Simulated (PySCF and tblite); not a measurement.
The numbers below are computed, except where a source is named.
System: C6H6Se, numbered as in [CH:1]1=[CH:2][CH:3]=[CH:4][Se:5][CH:6]=[CH:7]1.

Geometries: GFN2-xTB; energies: PBE0/pcSseg-1 + D3(BJ); zero-point and thermal terms from GFN2-xTB harmonic modes (soft modes blended into free rotors). Rates follow Eyring's equation with the number of equivalent paths and no tunnelling. Programs: tblite and PySCF.

Spin–orbit effects of heavy atoms on shieldings are missing.

Q: What barrier does the inversion of the 7-membered ring (1–2–3–4–5–6–7) meet, and how fast is it at 298 K?

A: The electronic barrier is 6.7 kcal/mol and ΔG‡(298 K) 7.4 kcal/mol, over a C2v saddle with an imaginary mode of 88i cm⁻¹ (GFN2-xTB). With 1 equivalent path, k is 2.3×10⁷ s⁻¹, a mean lifetime of the start of 44 ns against this motion.
